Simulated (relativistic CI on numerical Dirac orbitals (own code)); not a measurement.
## Crystal-field levels of Zr³⁺, 4d

Calculated by Dirac-Coulomb-Breit CI, KLI orbitals optimised for each configuration, model QED (radiative potential, 1s self-energy scaled to tabulated hydrogen-like ionisation energies), valence Slater integrals scaled by 0.75, one configuration in a parametric crystal field (own radial code).

Field parameters in Wybourne normalisation: D4h B²₀ = −7Ds, B⁴₀ = 21(Dq − Dt), B⁴₄ = 21√(5/14) Dq. The field is a parameter set, without covalency.

S is read from ⟨S²⟩ = S(S + 1).

Levels (cm⁻¹, degeneracy): 0 (2), 441 (2), 7643 (2), 23997 (2), 37594 (2).

(1) Which field gives this pattern?
A. D4h, 10Dq = 29950, Ds = 2590, Dt = 320 cm⁻¹
B. D4h, 10Dq = 29950, Ds = 3000, Dt = 320 cm⁻¹
C. D4h, 10Dq = 29950, Ds = -1500, Dt = 320 cm⁻¹
D. D4h, 10Dq = 29950, Ds = 140, Dt = 320 cm⁻¹

## Answers

(1) B. D4h, 10Dq = 29950, Ds = 3000, Dt = 320 cm⁻¹, ground level with S = 0.50.
